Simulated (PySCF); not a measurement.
A structure optimised at PBE0-D3(BJ)/def2-TZVP, used in a PySCF frequency run:

```xyz
5

Sb     0.0527     0.2838     0.0000
H     -1.1272     0.5308    -1.2173
H     -1.1272     0.5308     1.2173
O     -0.1447    -1.6803     0.0000
H      0.7230    -2.0911     0.0000
```
Charge 0, spin multiplicity 1.

Task: Write its SMILES, formula and point group.

Result: [OH][SbH2], H3OSb, Cs

Task: What are its rotational constants (standard atomic weights)?

Result: 77.079, 8.0507, 7.9768 GHz
